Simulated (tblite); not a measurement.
Compound: C3H7FGeO2.
Bonds: O1–C2 (double), C2–O3, C2–C4, C4–Ge5, Ge5–C6, C6–F7. Hydrogens: H8 on O3; H9, H10 on C4; H11, H12 on Ge5; H13, H14 on C6.

Computed with GFN2-xTB (tblite), gas phase: L-BFGS steps from a force-field or distance-geometry start until the largest atomic force falls under 0.01 eV/Å.

Step 132: E = -674.2560 eV
```
atom  x, y, z in Å  |  force x, y, z in eV/Å
O1      2.9750    0.5000   -0.4143   -0.338  -0.017  -0.029
C2      1.7749    0.4504   -0.3586    0.234  -0.001   0.051
O3      1.0556    1.3555    0.3437    0.093  -0.056  -0.062
C4      0.8794   -0.5761   -0.9601    0.073   0.015   0.014
Ge5    -0.5086   -1.0272    0.3924   -0.018   0.042   0.003
C6     -1.9013    0.3998    0.4858    0.031   0.000  -0.004
F7     -2.6026    0.3709   -0.7037    0.062   0.046   0.041
H8      1.6430    2.0272    0.7217    0.011   0.021   0.018
H9      1.4681   -1.4328   -1.2870   -0.033   0.045   0.001
H10     0.3839   -0.1480   -1.8333   -0.001  -0.004   0.046
H11     0.1132   -1.2434    1.7453   -0.004   0.025  -0.022
H12    -1.1828   -2.3029   -0.0278   -0.011  -0.031  -0.004
H13    -2.6299    0.2268    1.2811    0.022   0.015  -0.006
H14    -1.4687    1.3994    0.5926   -0.121  -0.099  -0.045
```

Step 133: E = -674.2578 eV
```
atom  x, y, z in Å  |  force x, y, z in eV/Å
O1      2.9697    0.5027   -0.4227    0.066  -0.029  -0.061
C2      1.7747    0.4490   -0.3585   -0.045   0.014   0.070
O3      1.0617    1.3530    0.3495   -0.030  -0.049  -0.039
C4      0.8796   -0.5779   -0.9588    0.021   0.035   0.033
Ge5    -0.5125   -1.0316    0.3894   -0.007   0.090   0.002
C6     -1.9047    0.3996    0.4831    0.148  -0.047  -0.044
F7     -2.6029    0.3794   -0.7057    0.011   0.033  -0.010
H8      1.6480    2.0265    0.7249    0.032   0.017   0.014
H9      1.4717   -1.4304   -1.2871   -0.036   0.017  -0.015
H10     0.3823   -0.1462   -1.8289    0.004  -0.012   0.021
H11     0.1106   -1.2319    1.7423    0.000   0.006   0.004
H12    -1.1804   -2.3139   -0.0218   -0.011  -0.019  -0.006
H13    -2.6278    0.2250    1.2777   -0.075  -0.008   0.064
H14    -1.4707    1.3962    0.5943   -0.080  -0.051  -0.035
```

Problem. Estimate the geometry and energy of step 134. (The exact step hangs on the optimiser's Hessian estimate; all steps are aligned on step 133, rigid shifts and turns removed.)

Solution. E = -674.2594 eV, largest force 0.166 eV/Å
```
atom  x, y, z in Å  |  force x, y, z in eV/Å
O1      2.9714    0.5227   -0.4599   -0.159  -0.038  -0.029
C2      1.7769    0.4519   -0.3640    0.115   0.045   0.046
O3      1.0690    1.3409    0.3679   -0.005  -0.076  -0.043
C4      0.8797   -0.5797   -0.9537    0.019   0.037   0.032
Ge5    -0.5147   -1.0311    0.3929    0.004   0.080   0.001
C6     -1.9077    0.3997    0.4800    0.115  -0.071  -0.034
F7     -2.5952    0.3891   -0.7145    0.009   0.023  -0.031
H8      1.6547    2.0171    0.7391    0.039   0.026   0.012
H9      1.4734   -1.4306   -1.2822   -0.035  -0.002  -0.017
H10     0.3780   -0.1548   -1.8245    0.017   0.002   0.011
H11     0.1071   -1.2247    1.7465   -0.002   0.003   0.015
H12    -1.1785   -2.3175   -0.0156   -0.007  -0.005  -0.003
H13    -2.6407    0.2227    1.2659   -0.052  -0.009   0.060
H14    -1.4740    1.3939    0.5997   -0.059  -0.015  -0.020
```

The energy changes by -0.0016 eV. The first-order estimate −F·Δx gives -0.0021 eV and the mean of the old and new forces, exact on a quadratic surface, -0.0015 eV. The step makes an angle of 83° with the force vector and moves no atom by more than 0.042 Å.

The cost below is that of the whole relaxation. Time: 1.1 s wall. Hardware: an Arm Neoverse V1 with one thread (shared host).
